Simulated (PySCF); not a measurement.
Mapped SMILES: `[CH3:1][C:2]([CH3:3])([CH3:4])/[CH:5]=[P:6]\[C:7]([F:8])=[C:9]([F:10])[F:11]` (H(Xn): hydrogen on atom n).

Computed data (PySCF): geometry: GFN2-xTB, NMR shieldings at PBE0/pcSseg-1/GIAO. Fast rotation and ring inversion assumed for equivalent nuclei, no solvent model, no relativistic terms, one computed conformer.

δ = σ(ref) − σ, references computed at the same level: 13C (186.93 ppm), 1H (31.72 ppm) against TMS; 31P (318.38 ppm) against H3PO4; 19F (170.95 ppm) vs CFCl3.

```json
{"atoms": "C7", "nucleus": "13C", "count": "1", "δ (ppm)": "138.6"}
{"atoms": "C2", "nucleus": "13C", "count": "1", "δ (ppm)": "?"}
{"atoms": "C9", "nucleus": "13C", "count": "1", "δ (ppm)": "168.7"}
{"atoms": "C1/C3/C4", "nucleus": "13C", "count": "3", "δ (ppm)": "33.2"}
{"atoms": "C5", "nucleus": "13C", "count": "1", "δ (ppm)": "222.7"}
{"atoms": "F11", "nucleus": "19F", "count": "1", "δ (ppm)": "-111.2"}
{"atoms": "P6", "nucleus": "31P", "count": "1", "δ (ppm)": "210.0"}
{"atoms": "F10", "nucleus": "19F", "count": "1", "δ (ppm)": "-87.2"}
{"atoms": "H(C1)/H(C3)/H(C4)", "nucleus": "1H", "count": "9", "δ (ppm)": "?"}
{"atoms": "F8", "nucleus": "19F", "count": "1", "δ (ppm)": "-180.8"}
{"atoms": "H(C5)", "nucleus": "1H", "count": "1", "δ (ppm)": "?"}
```

Fill in the missing shifts.

Results:


- C2: 44.3 ppm, quaternary sp3 carbon; a saturated carbon with 4 carbon neighbours and no heteroatom attached
- H(C5): 9.03 ppm, hydrogen on a carbon double-bonded to a heavier main-group atom
- H(C1)/H(C3)/H(C4): 1.35 ppm, hydrogen on a methyl carbon

Shifts are as computed. Against solution values, carbons near 30 ppm lie about +3 ppm off and those near 130 ppm about +5 ppm. Of 1211 compounds with measured shifts, 218 miss one by over three times the rms of a fit or turn the order of signals round; such compounds aren't used in these exercises. Unscaled 19F shifts against computed CFCl3 carry errors that often reach 10 to 50 ppm. Experimental scales use liquid or dissolved standards, which lie at an offset from isolated H3PO4.
